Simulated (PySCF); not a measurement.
Dipole response of B⁺ (boron, charge +1)

[He] 2s2, closed-shell 1S. Calculation: PySCF 2.14, in def2-TZVPPD (6s3p3d1f, 37 functions); the non-relativistic Hamiltonian (point nucleus). Coupled (time-dependent) response in atomic units; α is the mean over directions.

```json
{"method": "UHF", "mean α (bohr³)": "11.33", "C₆ (like pair)": "31.50", "S(−4)": "113.5"}
{"method": "PBE", "mean α (bohr³)": "10.64", "C₆ (like pair)": "28.81", "S(−4)": "99.47"}
{"method": "PBE0", "mean α (bohr³)": "10.76", "C₆ (like pair)": "29.27", "S(−4)": "101.8"}
{"method": "M06", "mean α (bohr³)": "10.18", "C₆ (like pair)": "26.13", "S(−4)": "97.58"}
{"method": "r2SCAN0", "mean α (bohr³)": "11.02", "C₆ (like pair)": "31.18", "S(−4)": "100.9"}
```

S(−4) is the Cauchy moment in α(ω) = α(0) + S(−4) ω² + …

α(iu) at PBE:

```
u (hartree)  α(iu) (bohr³)
          0          10.64
     0.0500          10.40
      0.100          9.735
      0.200          7.782
      0.300          5.879
      0.500          3.389
      0.750          1.930
       1.00          1.239
       1.50         0.6357
       2.00         0.3869
       3.00         0.1885
       5.00        0.07576
```

For an ion, C₆ is the dispersion term alone; charge-induced terms of lower order in 1/R come first.
